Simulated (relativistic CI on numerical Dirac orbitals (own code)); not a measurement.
**Radial parameters of Hg2+**

Method of calculation: Dirac-Coulomb-Breit CI, KLI orbitals optimised for each configuration, QED by a radiative potential, valence Slater integrals scaled by 0.85, P86 correlation energy added to each configuration (own radial code, finite nucleus).

Slater integrals F^k, G^k are unscaled and averaged over j, outside the closed core [Xe] 4f14; ζ comes from projecting the Hamiltonian with its Breit term on Σ l·s of the shell.

- 5d⁹6s: ζ(5d) = 5850.8, G^2(5d,6s) = 23026 cm⁻¹; <r>(5d) = 1.411, <r^2>(5d) = 2.318, <r>(6s) = 2.332, <r^2>(6s) = 6.11 (bohr units).
- 5d⁹6p: ζ(5d) = 6001.6, F^2(5d,6p) = 26236, G^1(5d,6p) = 11536, G^3(5d,6p) = 9394.8, ζ(6p) = 8446.1 cm⁻¹; <r>(5d) = 1.401, <r^2>(5d) = 2.281, <r>(6p) = 2.988, <r^2>(6p) = 10.08 (bohr units).
- 5d⁹5f: ζ(5d) = 5988.9, F^2(5d,5f) = 7152.9, F^4(5d,5f) = 2723.1, G^1(5d,5f) = 3609.8, G^3(5d,5f) = 2094.4, G^5(5d,5f) = 1443.7, ζ(5f) = -37.307 cm⁻¹; <r>(5d) = 1.387, <r^2>(5d) = 2.227, <r>(5f) = 5.567, <r^2>(5f) = 35.2 (bohr units).

In this model ζ of a weakly bound d, f or g electron outside closed shells comes out too small, for d by up to a factor of two or three and at times with the wrong sign; that of an outer p electron is too small as well.

For a near-neutral ion this model can misplace configurations by up to about 10,000 cm⁻¹ (more where the count of f electrons changes) and terms by 10 to 25 % of their spread. Rates follow the energies as ν³ (E1, M1) or ν⁵ (E2), so they and the lifetimes can be off by large factors. The fine structure of a lone outer electron comes out too small, for d and f at times inverted, and misplaced configurations move strength between like terms. 15 of the 62 excited levels that our extract of the measured tables holds in this range could be paired (the sources list more); they are missed by 2868 cm⁻¹ on average and 4571 at most, and levels without a partner can miss by more.

Averages of the first 10 configurations, taken without configuration mixing, which lowers the lowest level and can move excited configurations by several eV; other configurations of the list can lie among them:

```csv
Configuration,Parity,States,Average energy above the lowest level (eV)
5d¹⁰,even,1,0.0
5d⁹6s,even,20,6.8
5d⁹6p,odd,60,15.4
5d⁹5f,odd,140,26.8
5d⁹7s,even,20,22.6
5d⁹6d,even,100,23.4
5d⁹7p,odd,60,25.2
5d⁹7d,even,100,28.3
5d⁹6f,odd,140,29.8
5d⁹5g,even,180,30.2
```
